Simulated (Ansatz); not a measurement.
A structure relaxed at PBE-D4/def2-SVP in Ansatz, charge 1, doublet:

```xyz
4

Ti   -0.890    0.728   -1.007
Ti    0.194   -1.554   -0.079
Ti    1.124    0.946   -0.420
Ti   -0.428   -0.119    1.505
```

(1) Give its formula.

(2) Summarise the bond lengths by kind (pairs closer than 1.2 times the sum of covalent radii, bridged metal pairs left out).

Answers

(1) the cluster Ti₄⁺.

(2) 6 × Ti–Ti 2.11 to 2.69 Å.

The charge 1 doublet is spin-contaminated (final ⟨S²⟩ up to 2.74, 0.75 for a pure state). The relaxation made no stability test and no search for a lower SCF solution. No other spin state of charge 1 was run. Another isomer (sextet) lies 0.25 eV lower at PBE0-D4/def2-TZVP; other spin states weren't run for this one.
